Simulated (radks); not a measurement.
Problem. These are the eigenvalues of the occupied orbitals of an atom or ion with whole-number occupations (hartree). Method: non-relativistic Kohn-Sham, LDA (Slater exchange, Perdew-Wang correlation), spin-unpolarised, spherical densities, point nucleus; computed with a radial shooting solver on a logarithmic mesh with Libxc functionals.

| orbital | eigenvalue |
|---|---|
| 1s | -234.0995 |
| 2s | -42.03854 |
| 2p | -38.83721 |

Which element is it, and in what charge state? The configuration may be excited.

Solution. Z = 24, chromium, charge +15: Cr15+ in [He] 2s2 2p5. The list shows which subshells hold electrons but not how many an open one holds; the 1s level, -234.1 hartree, gives Z - s = 21.6 by -(Z - s)^2/2, which with screening narrows Z to a few neighbours, and the depths of the outer levels then fix element, charge and occupations together.
